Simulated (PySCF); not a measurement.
This script is equivalent to a calculation on H (hydrogen, neutral).

```python
from pyscf import gto, scf, dft, mp, cc
import basis_set_exchange as bse
mol = gto.M(atom="H 0 0 0", charge=0, spin=1, symmetry="D2h",
            basis=gto.basis.parse(bse.get_basis("x2c-TZVPPall", elements=["H"], fmt="nwchem", augment_diffuse=1)),
            nucmod="G")
mf = dft.UKS(mol, xc="LDA,VWN").sfx2c1e()
mf.irrep_nelec = {'Ag': (1, 0)}
mf.kernel()
```

(1) What total energy does it give?

(2) Which occupied shell lies highest, and where?

(3) What is ⟨S²⟩, and what would a pure spin state give?

For one electron the Hartree and exchange-correlation energies should cancel; what remains is the self-interaction error.

Results:

(1) -0.479 hartree (calculated).

(2) 1s α, at -7.317 eV.

(3) 0.750, against 0.75.
